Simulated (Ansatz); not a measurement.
Sn₂O₂⁻. The state is a doublet with charge -1. Geometry r2SCAN-D4/def2-SVPD.

```csv
atom,x (Å),y (Å),z (Å)
Sn1,1.4540,-0.0662,-0.1069
Sn2,-1.3371,0.3788,-0.4457
O3,-0.1637,-1.3470,-0.4197
O4,0.0468,1.0343,0.9723
```

In the def2 sets Sn takes a core potential; there is no spin–orbit coupling. B3LYP takes the VWN-RPA correlation. At PBE-D4/def2-TZVPD, r2SCAN-D4/def2-TZVPD, B97M-V/def2-TZVPD, B3LYP-D4/def2-TZVPD and others the highest occupied level of the charge -1 doublet lies above zero (up to 1.16 eV). It is a level of α spin, whose loss leaves a singlet; that state wasn't run at this geometry and level. The electron is either unbound and held by the finite basis, or the level is raised by self-interaction error. Another isomer (doublet) lies 0.29 eV lower at PBE0-D4/def2-TZVPD; other spin states weren't run for this one.

Estimate the α-spin orbital energies around the gap (eV) in Ansatz with PBE-D4/def2-TZVPD, r2SCAN-D4/def2-TZVPD, B97M-V/def2-TZVPD, B3LYP-D4/def2-TZVPD, PBE0-D4/def2-TZVPD.


```csv
orbital,PBE-D4/def2-TZVPD,r2SCAN-D4/def2-TZVPD,B97M-V/def2-TZVPD,B3LYP-D4/def2-TZVPD,PBE0-D4/def2-TZVPD
HOMO−9,-15.86,-17.04,-17.85,-18.05,-18.68
HOMO−8,-5.98,-6.28,-6.14,-7.14,-7.46
HOMO−7,-5.92,-6.28,-6.04,-7.12,-7.40
HOMO−6,-2.85,-3.09,-3.11,-3.88,-4.16
HOMO−5,-2.46,-2.76,-2.78,-3.65,-3.97
HOMO−4,-2.11,-2.40,-2.29,-3.09,-3.40
HOMO−3,-1.90,-2.19,-2.24,-3.05,-3.26
HOMO−2,-1.05,-1.26,-1.26,-2.07,-2.33
HOMO−1,-0.89,-1.16,-1.19,-1.86,-2.04
HOMO,1.16,0.94,1.09,0.60,0.40
LUMO,1.88,1.87,1.91,2.24,2.35
LUMO+1,2.51,2.77,2.50,2.95,3.12
LUMO+2,3.01,3.72,2.94,3.25,3.38
LUMO+3,3.31,3.76,3.25,3.64,3.82
LUMO+4,3.50,3.91,3.46,3.89,4.02
LUMO+5,3.52,4.03,3.49,3.89,4.05
β HOMO,-0.75,-0.96,-1.04,-1.72,-1.87
β LUMO,1.81,2.05,1.69,2.24,2.51
```
